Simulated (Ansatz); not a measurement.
Ansatz (a first-principles code) input (B3LYP/pcseg-2):

Ansatz 0.2 input:
```yaml
crystal:
  periodic: [false, false, false]
  atoms:
    - {symbol: C, position_ang: [-1.11056998, 0.02553653, -0.04779558]}
    - {symbol: Si, position_ang: [0.64940984, -0.11713465, 0.02966460]}
    - {symbol: H, position_ang: [-1.69010245, 0.94834355, -0.08800704]}
    - {symbol: H, position_ang: [-1.74251990, -0.86510146, -0.05979506]}
    - {symbol: H, position_ang: [1.00430453, 1.40342380, 0.01927110]}
basis:
  gaussian:
    orbitals: pcseg-2
hamiltonian:
  xc: {name: B3LYP}
total_charge: -1
magnetization: {spin_polarized: false}
```

Output:

```
Functional definition: B3LYP
integrals: 0.02 GiB planned
599 factors; their error is unknown
mean field: 0.27 GiB planned
mean field evaluation 1: about -8961.1034 eV, gradient 3.3e1 eV
mean field evaluation 2: about -8951.9639 eV, gradient 5.9e1 eV
mean field evaluation 4: about -8963.8500 eV, gradient 2.1e0 eV
mean field evaluation 8: about -8963.8677 eV, gradient 3.1e-2 eV
mean field evaluation 16: about -8963.8798 eV, gradient 5.5e-5 eV
mean field -8963.87984791 eV, -329.4165084747 hartree, gradient 5.5e-5 eV, S^2 0.000000; 0 other end points of the search recorded, 0 dependent functions left out
reference -8963.88006901 eV, -329.4165166000 hartree; 12, 12 occupied and 94, 94 virtual orbitals, 599 factors
Total energy: -8963.88006901 eV, -329.4165166000 hartree
```
